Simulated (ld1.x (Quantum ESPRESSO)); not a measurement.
## How hard is this fluorine (F) RRKJ potential?

ld1.x (Quantum ESPRESSO) 7.5 input, shortened:

```
&input
   title='F', zed=9., rel=1, dft='PBE', iswitch=3,
   config='[He] 2s2 2p5 3d-2'
 /
 &inputp
   pseudotype=2, tm=.false., rho0=0.01, lloc=1,
   nlcc=.true., new_core_ps=.true., rcore=0.50
 /
3
2S  1  0   2.00   0.00  0.65  0.65  0.0
3D  3  2  -2.00   0.30  1.15  1.15  0.0
2P  2  1   5.00   0.00  0.74  0.74  0.0
 &test
   configts(1)='2s2 2p5'
 /
```

The pseudo-atom Hamiltonian at the reference potential is diagonalised in spherical Bessel functions j_l(qr) that vanish at 20 bohr, with q² up to the cutoff. All-electron valence levels (Ry): 2s -2.1976, 2p -0.8167.

Question: How do the lowest levels (Ry) of each channel move with the cutoff, and are there ghosts?

Answer:

```tsv
cutoff (Ry)	s #1	d #1	p #1	f #1	Σ f·Δε (mRy)
8	-1.7700	0.0806	-0.0076	0.1213	4900.9
25	-1.8427	0.0806	-0.2469	0.1213	3558.8
50	-2.0190	0.0806	-0.5151	0.1213	1865.1
100	-2.1549	0.0806	-0.7555	0.1213	391.3
180	-2.1917	0.0806	-0.8146	0.1213	22.2
400	-2.1976	0.0806	-0.8167	0.1213	0.0
```

Result: no extra level below or beside the all-electron valence levels (s, d, p, f tested); 10 mRy is reached at 230 Ry and 1 mRy at over 300 Ry.
